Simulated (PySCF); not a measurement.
**Vibration and rotation of ZnS**

PBE0 constants of ZnS, ¹Σ⁺ (singlet), closed shell (basis Zn cc-pVDZ-PP with ECP10, S cc-pV(D+d)Z; scalar-relativistic core potentials; PySCF 2.14; masses 63.9291 and 31.9721 u):

- ωe: 482.1 cm⁻¹
- ωexe: 2.17 cm⁻¹
- Be: 0.19092 cm⁻¹
- αe: 0.00107 cm⁻¹
- De to Zn + S: 1.41 eV

**Question.** What force constant and bond length do these constants imply?

**Answer.** Reduced mass μred = 21.313 u; k = 5.8918×10⁻⁷·μred·ωe² (u, cm⁻¹, mdyn/Å) = 2.92 mdyn/Å; Re = √(16.8576/(μred·Be)) (u, cm⁻¹, Å) = 2.035 Å.

**Question.** Estimate the centrifugal constant D from the Kratzer relation and find the Dunham coefficient a1.

**Answer.** D = 4Be³/ωe² = 1.2e-07 cm⁻¹; a1 = −1 − αeωe/(6Be²) = -3.36.
